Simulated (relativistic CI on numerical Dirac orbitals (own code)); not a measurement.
# Mn3+ (3d4) in a crystal field

Calculated by Dirac-Coulomb-Breit CI, separate exchange-only KLI orbitals for each configuration, a model potential for QED, valence Slater integrals scaled by 0.9, one configuration in a parametric crystal field (own radial code). With so little scaling, terms lie 10 to 35 % too far apart, which can change the order of excited levels.

Field parameters in Wybourne normalisation: D3d B²₀ = −7Dσ, B⁴₀ = −14Dq − 21Dτ, B⁴₃ = −14√(10/7) Dq. The field is a parameter set, without covalency.

S is read from ⟨S²⟩ = S(S + 1).

Levels (cm⁻¹, degeneracy): 0 (1), 7 (2), 21 (1), 28 (2), 39 (2), 44 (1), 50 (1), 6927 (1), 6952 (2), 9999 (1), 10005 (1), 10154 (2).

Task: Which field gives this pattern?
A. D3d, 10Dq = 14350, Dσ = -980, Dτ = 330 cm⁻¹
B. D3d, 10Dq = 14350, Dσ = 330, Dτ = 330 cm⁻¹
C. D3d, 10Dq = 14350, Dσ = 1200, Dτ = 330 cm⁻¹
D. D3d, 10Dq = 14350, Dσ = 110, Dτ = 330 cm⁻¹

Result: B. D3d, 10Dq = 14350, Dσ = 330, Dτ = 330 cm⁻¹, ground level with S = 2.00.
